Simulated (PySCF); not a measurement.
All values below come from CAM-B3LYP-D3(BJ)/def2-TZVP run with PySCF 2.14.0. Isolated molecules, 0 K electronic values unless said otherwise. One relaxed conformer stands for a flexible species; it need not be the lowest. Excitations are Tamm–Dancoff values on a coarser integration grid. The basis has no diffuse functions, so Rydberg states are missing or too high.

Reference species (SMILES): `B/C=C/C=C\C` (neutral, multiplicity 1).

- HOMO: -8.20 eV
- HOMO–LUMO gap: 7.09 eV
- S1 excitation (TDA): 5.03 eV
- LUMO: -1.11 eV

After one change: the HOMO is nearly the same; the HOMO–LUMO gap rises by 0.06 eV; the S1 excitation (TDA) goes up by 0.06 eV; the LUMO goes up by 0.07 eV.

### Question
Name the change that produced these shifts. The new species is one of these.
A) `B/C(C=C)=C\C`
B) `B/C=C/C(=C)C`
C) `B/C=C/C=C/C`
D) `BC(=C)C(=C)C`

### Answer
C, `B/C=C/C=C/C`
